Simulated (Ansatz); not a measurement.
The cluster PtF₂. The state is a triplet with charge 0. Geometry PBE-D4/def2-TZVP; atoms count from 1.

Cartesian coordinates in Å:
```
Pt 0.001 0.000 -0.001
F 0.420 -1.793 0.117
F -0.421 1.793 -0.115
```

In the def2 sets Pt takes a core potential; there is no spin–orbit coupling. The structure comes from a short search, and lower isomers may exist.

Estimate the Mulliken populations from the PBE0/def2-TZVP orbitals of Ansatz.


```tsv
atom	charge (e)	spin (α − β)	d electrons
Pt1	0.73	1.54	8.03
F2	-0.37	0.23	–
F3	-0.37	0.23	–
```
Mulliken values depend strongly on the basis.

Where does the spin sit?

Summed by element: Pt 1.54, F 0.46, of 2 unpaired in all. Largest on single atoms: Pt1 1.54, F2 0.23, F3 0.23.

And the Mayer bond orders between heavy atoms (over 0.3)?

Pt1–F2 1.01 (1.85 Å); Pt1–F3 1.01 (1.85 Å).
